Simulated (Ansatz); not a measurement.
HO (SMILES [OH]), doublet (typed; the unrestricted solution is spin-contaminated), geometry from GFN2-xTB; HF/def2-TZVP (Ansatz, a quantum-chemistry and plane-wave program).

The Ansatz input:
Ansatz 0.2 input:
```yaml
crystal:
  periodic: [false, false, false]
  atoms:
    - {symbol: O, position_ang: [-0.00000000, -0.00000000, -0.10703611]}
    - {symbol: H, position_ang: [0.00000000, 0.00000000, 0.85628892]}
basis:
  gaussian:
    orbitals: def2-TZVP
    occupation: {up: {"A1": 3, "B2": 1, "A2": 1}, down: {"A1": 3, "B1": 1}}
hamiltonian:
  xc: hf
magnetization: {spin_polarized: true, initial_magnetization: 1}
```

The log (banner, timings and long lists left out):

```
Functional definition: HF
226 factors; their error is unknown
mean field evaluation 1: about -2005.8228 eV, gradient 1.5e1 eV
mean field evaluation 2: about -2006.7228 eV, gradient 8.1e-1 eV
mean field evaluation 4: about -2006.7485 eV, gradient 1.2e0 eV
mean field evaluation 8: about -2006.7511 eV, gradient 1.4e-6 eV
mean field -2006.75106389 eV, -73.7467413731 hartree, gradient 1.4e-6 eV, S^2 1.757818; 0 other end points of the search recorded, 0 dependent functions left out
reference -2006.75106389 eV, -73.7467413731 hartree; 5, 4 occupied and 32, 33 virtual orbitals, 226 factors
Total energy: -2006.75106389 eV, -73.7467413731 hartree
```
